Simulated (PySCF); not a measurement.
# Radial density of Ag+ (silver, charge +1)

UHF, [Kr] 4d10, closed-shell 1S. All numbers are calculated (PySCF 2.14, scalar relativity through the core potential, in def2-TZVP with the def2 core potential (28 electrons) (6s4p3d1f, 40 functions)). This is the valence pseudo-density: the core potential removes the inner electrons and smooths the orbitals near the nucleus.

```
r (bohr)  4πr²ρ (e/bohr)
  0.0315       1.154e-05
  0.0530       5.159e-05
  0.0892       0.0003892
   0.150        0.004747
   0.252         0.07903
   0.424           1.806
   0.714           14.96
    1.20           13.98
    2.02           2.798
    3.40          0.1846
    5.71        0.001559
```

Energies and moments cover only the electrons outside the core potential.
